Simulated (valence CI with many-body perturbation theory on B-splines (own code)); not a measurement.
Values are calculated unless marked as measured or tabulated.
# Ce X: what the settings do

Level of theory: configuration interaction combined with many-body perturbation theory (CI+MBPT): three valence electrons over a frozen Dirac-Fock core [Kr] 4d10, radial functions for each j: 5 s, 5 p, 5 d, 5 f, 2 g, with the one-electron correlation potential Σ1 (screened to all orders), the two-electron term Σ2, the three-electron term Σ3, Breit, model QED; selected single and double excitations, second order for the rest, scaled by the run's own slope (own B-spline code, finite nucleus).

No measured spectrum was set against this ion. As an estimate, levels hold to about 250 cm⁻¹ or 0.2 % of their energy and the worst to 1 %, as in measured heavy ions of charge 2 to 7; those with d or f electrons hold less well.

The reference run has the lowest level 5s²5p ²P°_1/2 and an ionisation energy of 141.151 eV. Its largest variational space holds 4577 state functions.

Names give the largest LS component (configuration and term), which can be under half, so a name can repeat, a term be missing and a line seem to break the LS rules; names also repeat where a configuration has a term twice. Letters in brackets count levels of one name in rising energy.

Changed runs:
A. highest l with Σ1, explicit Σ2 and valence Breit (higher l get mean screening factors) 3 → 0
B. selection threshold (hartree) 2e-08 → 1e-05
C. cutoff of virtual states (hartree) 6728 → 960
D. box radius (bohr) 12.456 → 0.95 (bad on purpose)

Excitation energies of the reference run in cm⁻¹, and shifts in cm⁻¹:

```
                 Level  Reference       A         B        C
         5s²5p ²P°_3/2      33431    -952         0     -5.3
         4f5s² ²F°_5/2      55660  +18073      +0.2      -44
         4f5s² ²F°_7/2      58251  +17624      +0.3      -45
          5s5p² ⁴P_1/2     139075   +6627      +0.9     +3.8
          5s5p² ⁴P_3/2     158191   +5273      +1.1     -0.1
          5s5p² ⁴P_5/2     169317   +6049      +1.2     -1.9
         4f5s5p ⁴G_5/2     183374  +23107      +0.7      -39
     4f5s5p ⁴F_7/2 [a]     186570  +23372      +0.7      -40
         4f5s5p ⁴F_3/2     187084              +0.5      -28
         4f5s5p ⁴F_5/2     191047              +0.4      -40
     4f5s5p ²F_7/2 [a]     191202  +24064      +0.5      -40
         4f5s5p ⁴F_9/2     192682  +23292      +0.9      -41
Ionisation energy (eV)    141.151  +0.066  +5.1e-05  -0.0049
```

A blank means that the level has no clear partner in that run.

Run D: It gave no result. The program said: "need at least one array to concatenate".
